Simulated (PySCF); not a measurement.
**One molecule, a ladder of functionals, a line**

Molecule: SMILES CCC[SiH2]S[SiH3], C3H12SSi2.

Geometry (Å), atoms numbered from 1 in this order:
```xyz
18

C    -3.273    0.290    0.019
C    -1.902    0.690   -0.506
C    -0.755   -0.025    0.208
Si    0.949    0.460   -0.410
S     2.385   -0.675    0.735
Si    4.197    0.097   -0.121
H    -3.370    0.522    1.092
H    -4.079    0.818   -0.512
H    -3.444   -0.792   -0.100
H    -1.776    1.782   -0.405
H    -1.849    0.483   -1.589
H    -0.786    0.179    1.293
H    -0.854   -1.120    0.102
H     1.110    0.157   -1.867
H     1.197    1.924   -0.222
H     4.303    1.574    0.083
H     5.318   -0.591    0.579
H     4.265   -0.185   -1.586
```

GIAO shieldings (ppm, equivalent atoms averaged) in PySCF 2.14.0 with density-fitted response routines on the PBE0-D3(BJ)/def2-SVP geometry, basis pcSseg-1, gas phase, non-relativistic:

```tsv
functional	exact exchange (%)	σ(Si4)	σ(Si6)	σ(S5)
BLYP	0	339.0	378.1	784.3
BP86	0	349.8	386.6	801.4
PBE	0	350.8	388.7	804.5
PBE0	25	367.6	403.2	830.5
mPW1PW91	25	366.1	400.9	827.7
BHandHLYP	50	373.2	408.7	835.1
HF	100	409.3	442.3	877.2
```

(1) Fit each shielding as a line in the percentage of exact exchange.

(2) What does the line predict for B3LYP (20 %), and what does the run give?

## Answers

(1) σ(Si4) = 347.7 + 0.61 x (rms 4.6 ppm); σ(Si6) = 385.1 + 0.56 x (rms 3.9 ppm); σ(S5) = 800.4 + 0.79 x (rms 8.2 ppm). The functionals also differ in their semilocal parts, which the line can't hold; Hartree–Fock has no correlation at all.

(2) σ(Si4): 359.9 predicted, 352.8 computed; σ(Si6): 396.3 predicted, 390.1 computed; σ(S5): 816.2 predicted, 806.9 computed ppm.
